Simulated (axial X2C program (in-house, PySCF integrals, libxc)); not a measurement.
## Spin–orbit effects down a group: molecules with Ge, CCSD(T)

Computed with an in-house relativistic program for diatomic molecules, spin-free (one-electron X2C) or two-component (2c: spin–orbit coupling with atomic mean-field Coulomb and Gaunt terms, which also bring small scalar terms), in Dyall basis sets with cores contracted in-house; open shells are unrestricted.

Basis sets: Ge dyall-cv3z, O dyall-av3z, S dyall-av3z, Te dyall-cv3z. Frozen shells (counts by l): GeO Ge 3s2p1d, O 1s, 10 electrons correlated; GeS Ge 3s2p1d, S 2s1p, 10 electrons correlated; GeTe Te 4s3p2d, Ge 3s2p1d, 10 electrons correlated. Coupled cluster in natural virtuals with an MP2 remainder. Where the outer core of a metal is frozen, bonds come out longer and ionisation energies lower.

```csv
molecule,spin-free state,Re (Å),ωe (cm⁻¹),De (eV),2c state,Re 2c (Å),ωe 2c (cm⁻¹),De 2c (eV)
GeO,"M_S = 0, Λ = 0",1.638,972.8,6.77,Ω = 0,1.638,972.1,n/a
GeS,"M_S = 0, Λ = 0",2.035,562.3,5.48,Ω = 0,2.036,561.9,n/a
GeTe,"M_S = 0, Λ = 0",2.369,317.4,4.20,Ω = 0,2.372,315.9,n/a
```

Work out the shifts from the spin-free to the two-component result.



| molecule | 2c state | ΔRe (Å) | Δωe (cm⁻¹) | ΔDe (eV) |
| --- | --- | --- | --- | --- |
| GeO | Ω = 0 | 0.000 | noise | n/a |
| GeS | Ω = 0 | 0.001 | noise | n/a |
| GeTe | Ω = 0 | 0.003 | noise | n/a |

Shifts of one unit in the last digit are rounding. Where the truncated virtual spaces of the two runs make Δωe unreliable it is marked noise.

Each entry is the lowest single determinant of a limited PBE0 search at one distance. De goes to single-determinant-based atoms at the same level (for ions the charge split of lowest energy) and is withheld (n/a) where an atom does not fit its ground term or J level. Main or longest-lived isotopes. One determinant is a doubtful description, or other states lie close, for GeO, GeTe; these need not be ground states, and all values refer to the states named.
